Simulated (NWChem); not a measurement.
System: GeNH4Cl; SMILES [NH2][GeH2][Cl]

```xyz
7

Ge     0.3791    -0.4138     0.0000
N     -1.0191    -1.5715     0.0000
Cl    -0.2433     1.6809     0.0000
H      1.1778    -0.6215    -1.2902
H      1.1778    -0.6215     1.2902
H     -1.6086    -1.5444     0.8277
H     -1.6086    -1.5444    -0.8277
```
Atoms are numbered in this order, from 1.

All runs: NWChem. Coordinates come from a PBE0/def2-SVP optimisation.

### Question
Taking B3LYP/def2-TZVPP as the yardstick, which of these has the fewest basis functions while keeping “highest occupied level (eV)” within 0.2 eV of it: B3LYP/def2-TZVP; B3LYP/def2-SVP; B3LYP/def2-SVPD?

### Answer
B3LYP/def2-SVPD.
```csv
level,basis functions,highest occupied level (eV)
B3LYP/def2-SVP,84,-7.39
B3LYP/def2-SVPD,117,-7.77
B3LYP/def2-TZVP,140,-7.66
B3LYP/def2-TZVPP,177,-7.67
```

The yardstick is one finite set, not the basis-set limit.
